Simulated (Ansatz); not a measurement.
PH (SMILES [PH]): geometry of the low-spin state from B3LYP-D3(BJ)/def2-TZVP.
(charge 0, multiplicity 1):
```xyz
2

P      0.00000     0.00000    -0.08930
H      0.00000     0.00000     1.33956
```

Codes used: Ansatz (Gaussian basis) for Hartree–Fock, density functionals and correlated methods. 

Broken-symmetry (BS) and triplet (T) solutions at this geometry:

```csv
level,E(BS) (hartree),⟨S²⟩ BS,E(T) (hartree),⟨S²⟩ T
U-PBE/def2-TZVPP,-341.709413,1.010,-341.722045,2.007
U-B3LYP/def2-TZVPP,-341.895133,1.010,-341.905592,2.006
U-PBE0/def2-TZVPP,-341.741225,1.014,-341.754135,2.009
U-wB97X-V/def2-TZVPP,-341.813058,1.010,-341.823889,2.006
```

Q: Give the raw gap E(BS) − E(T) and the gap after approximate spin projection, (E_BS − E_T)⟨S²⟩_T/(⟨S²⟩_T − ⟨S²⟩_BS).

A: 
- U-PBE/def2-TZVPP: raw 7.9, projected 16.0 kcal/mol
- U-B3LYP/def2-TZVPP: raw 6.6, projected 13.2 kcal/mol
- U-PBE0/def2-TZVPP: raw 8.1, projected 16.4 kcal/mol
- U-wB97X-V/def2-TZVPP: raw 6.8, projected 13.7 kcal/mol
The rule takes the triplet as the only contaminant. For comparison FIC-MRCISD+Q on SA-CASSCF(6,5)/cc-pV(Q+d)Z gives 21.8 kcal/mol at this geometry.

Ansatz is a first-principles code.
